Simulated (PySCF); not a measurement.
One molecule, one basis, several functionals.

C2H4F2O2Si.
SMILES: `F[SiH](F)O[C@H]1CO1`

Torsions of this conformer, `[F:1][SiH:2]([F:3])[O:4][C@H:5]1[CH2:6][O:7]1`: F1–Si2–O4–C5 174°, Si2–O4–C5–C6 -59°.

PySCF, pcSseg-1 basis, density fitting, gas phase, PBE0-D3(BJ)/def2-SVP geometry. One functional is left out:

```csv
functional,exact exchange (%),HOMO energy (eV),LUMO energy (eV),dipole moment (D)
PBE,0,-6.90,0.46,1.941
B97-2,21,-8.23,1.46,2.058
PBE0,25,-8.51,1.45,2.069
BHandHLYP,50,-9.97,2.29,2.184
```

Question: Predict the row of mPW1PW91 (25 % exact exchange) by straight lines through the other rows, and check it.

Answer: 
```json
{"property": "HOMO energy (eV)", "line": "-8.46", "computed": "-8.56", "computed − line": "-0.10", "PBE0 (25 %), for comparison": "-8.51"}
{"property": "LUMO energy (eV)", "line": "1.45", "computed": "1.44", "computed − line": "-0.01", "PBE0 (25 %), for comparison": "1.45"}
{"property": "dipole moment (D)", "line": "2.068", "computed": "2.081", "computed − line": "+0.013", "PBE0 (25 %), for comparison": "2.069"}
```

Question: Which of these properties follows the share of exact exchange most closely, and which least?

Answer: Most closely the HOMO energy, least the LUMO energy; the correlations over the tabulated rows are HOMO energy -1.000, dipole moment 0.997, LUMO energy 0.989. The HOMO energy moves by -0.614 eV for every 10 %. Functionals with the same share still differ in their other parts.
